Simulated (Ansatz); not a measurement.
Geometry optimisation, DFT PBE-D3(BJ), scalar-relativistic, plane waves, PAW (Ansatz).

Input file:

```yaml
crystal:
  lattice:
    - [10.86, 0.0, 0.0]
    - [0.0, 10.86, 0.0]
    - [0.0, 0.0, 10.86]
  atoms:
    - { symbol: Si, position: [0.5, 0.0, 0.0] }
    - { symbol: Si, position: [0.625, 0.125, 0.125] }
    - { symbol: Si, position: [0.75, 0.25, 0.0] }
    - { symbol: Si, position: [0.875, 0.375, 0.125] }
    - { symbol: Si, position: [0.75, 0.0, 0.25] }
    - { symbol: Si, position: [0.875, 0.125, 0.375] }
    - { symbol: Si, position: [0.0, 0.0, 0.0] }
    - { symbol: Si, position: [0.125, 0.125, 0.125] }
    - { symbol: Si, position: [0.25, 0.25, 0.0] }
    - { symbol: Si, position: [0.375, 0.375, 0.125] }
    - { symbol: Si, position: [0.5, 0.5, 0.0] }
    - { symbol: Si, position: [0.625, 0.625, 0.125] }
    - { symbol: Si, position: [0.75, 0.75, 0.0] }
    - { symbol: Si, position: [0.875, 0.875, 0.125] }
    - { symbol: Si, position: [0.25, 0.0, 0.25] }
    - { symbol: Si, position: [0.375, 0.125, 0.375] }
    - { symbol: Si, position: [0.5, 0.25, 0.25] }
    - { symbol: Si, position: [0.625, 0.375, 0.375] }
    - { symbol: Si, position: [0.75, 0.5, 0.25] }
    - { symbol: Si, position: [0.875, 0.625, 0.375] }
    - { symbol: Si, position: [0.5, 0.0, 0.5] }
    - { symbol: Si, position: [0.625, 0.125, 0.625] }
    - { symbol: Si, position: [0.75, 0.25, 0.5] }
    - { symbol: Si, position: [0.875, 0.375, 0.625] }
    - { symbol: Si, position: [0.75, 0.0, 0.75] }
    - { symbol: Si, position: [0.875, 0.125, 0.875] }
    - { symbol: Si, position: [0.0, 0.5, 0.0] }
    - { symbol: Si, position: [0.125, 0.625, 0.125] }
    - { symbol: Si, position: [0.25, 0.75, 0.0] }
    - { symbol: Sb, position: [0.5, 0.75, 0.25] }
    - { symbol: Si, position: [0.0, 0.25, 0.25] }
    - { symbol: Si, position: [0.125, 0.375, 0.375] }
    - { symbol: Si, position: [0.25, 0.5, 0.25] }
    - { symbol: Si, position: [0.375, 0.625, 0.375] }
    - { symbol: Si, position: [0.625, 0.875, 0.375] }
    - { symbol: Si, position: [0.0, 0.0, 0.5] }
    - { symbol: Si, position: [0.125, 0.125, 0.625] }
    - { symbol: Si, position: [0.25, 0.25, 0.5] }
    - { symbol: Si, position: [0.375, 0.375, 0.625] }
    - { symbol: Si, position: [0.5, 0.5, 0.5] }
    - { symbol: Si, position: [0.625, 0.625, 0.625] }
    - { symbol: Si, position: [0.75, 0.75, 0.5] }
    - { symbol: Si, position: [0.875, 0.875, 0.625] }
    - { symbol: Si, position: [0.25, 0.0, 0.75] }
    - { symbol: Si, position: [0.375, 0.125, 0.875] }
    - { symbol: Si, position: [0.5, 0.25, 0.75] }
    - { symbol: Si, position: [0.625, 0.375, 0.875] }
    - { symbol: Si, position: [0.75, 0.5, 0.75] }
    - { symbol: Si, position: [0.875, 0.625, 0.875] }
    - { symbol: Si, position: [0.0, 0.75, 0.25] }
    - { symbol: Si, position: [0.125, 0.875, 0.375] }
    - { symbol: Si, position: [0.0, 0.5, 0.5] }
    - { symbol: Si, position: [0.125, 0.625, 0.625] }
    - { symbol: Si, position: [0.25, 0.75, 0.5] }
    - { symbol: Si, position: [0.375, 0.875, 0.625] }
    - { symbol: Si, position: [0.0, 0.25, 0.75] }
    - { symbol: Si, position: [0.125, 0.375, 0.875] }
    - { symbol: Si, position: [0.25, 0.5, 0.75] }
    - { symbol: Si, position: [0.375, 0.625, 0.875] }
    - { symbol: Si, position: [0.5, 0.75, 0.75] }
    - { symbol: Si, position: [0.625, 0.875, 0.875] }
    - { symbol: Si, position: [0.0, 0.75, 0.75] }
    - { symbol: Si, position: [0.125, 0.875, 0.875] }
total_charge: 1
basis:
  ecutwfc: 420.0
kpoints:
  mp_grid: { grid: [1, 1, 1] }
hamiltonian:
  xc: pbe
  dispersion: d3bj
  pseudopotentials: { kind: paw, azcp: { folder: soft_1 } }
scf:
  occupations: { method: fermi_dirac, width: 0.05 }
  lower_state_search: "off"
relax:
  f_tol: 0.03
  max_steps: 60
  adjacent_minimum: "off"
```

Run as:

```bash
$ ansatz run input.yaml --threads 4 --pin off --max-ram 10240MiB --backend cpu --events-out ev --progress --plain --runs-dir out
```

Question: Where does it end, and by what steps?

Answer: The forces met the threshold. Limits of this set-up: coarse k mesh, no spin, though dangling bonds at a vacancy may carry it, charged cell in a uniform background, uncorrected. After 3 steps the energy has fallen by 1.103 eV; Sb30 moved furthest, 0.44 Å.

```csv
step,energy less start (eV),largest force component (eV/Å),accepted
0,0.0000,1.773,yes
1,-0.9516,0.638,yes
2,-1.0950,0.070,yes
3,-1.1035,0.028,yes
```

```xyz
63
Lattice="10.8600 0.0000 0.0000 0.0000 10.8600 0.0000 0.0000 0.0000 10.8600" Properties=species:S:1:pos:R:3
Si 5.395 -0.001 0.001
Si 6.765 1.330 1.374
Si 8.133 2.709 -0.005
Si 9.519 4.056 1.369
Si 8.158 0.002 2.715
Si 9.509 1.357 4.074
Si -0.011 0.002 -0.002
Si 1.368 1.347 1.338
Si 2.713 2.726 -0.002
Si 4.076 4.067 1.361
Si 5.430 5.417 -0.002
Si 6.850 6.725 1.309
Si 8.158 8.145 -0.002
Si 9.508 9.499 1.361
Si 2.716 -0.001 2.680
Si 4.089 1.330 4.050
Si 5.435 2.716 2.720
Si 6.794 4.067 4.079
Si 8.161 5.414 2.730
Si 9.508 6.781 4.079
Si 5.430 0.002 5.443
Si 6.789 1.357 6.794
Si 8.148 2.715 5.433
Si 9.507 4.068 6.792
Si 8.133 0.005 8.151
Si 9.496 1.355 9.505
Si 0.006 5.442 -0.005
Si 1.385 6.810 1.374
Si 2.716 8.180 0.001
Sb 5.176 8.399 2.461
Si 0.011 2.704 2.722
Si 1.358 4.066 4.074
Si 2.713 5.417 2.715
Si 4.024 6.725 4.135
Si 6.850 9.551 4.135
Si 0.006 0.005 5.418
Si 1.360 1.355 6.781
Si 2.710 2.709 5.418
Si 4.084 4.056 6.804
Si 5.445 5.414 5.446
Si 6.794 6.781 6.793
Si 8.161 8.130 5.446
Si 9.519 9.491 6.804
Si 2.713 0.002 8.134
Si 4.053 1.347 9.513
Si 5.437 2.704 8.156
Si 6.789 4.066 9.503
Si 8.148 5.427 8.145
Si 9.509 6.786 9.503
Si -0.001 8.140 2.720
Si 1.385 9.486 4.050
Si 0.000 5.427 5.433
Si 1.358 6.786 6.794
Si 2.713 8.145 5.443
Si 4.076 9.499 6.793
Si -0.001 2.716 8.144
Si 1.360 4.079 9.505
Si 2.710 5.442 8.151
Si 4.089 6.810 9.530
Si 5.435 8.140 8.144
Si 6.765 9.486 9.530
Si 0.011 8.138 8.156
Si 1.368 9.522 9.513
```

Time of the run: 15 s on 4 threads of Arm Neoverse V2 (shared host), peak memory 1.1 GiB.
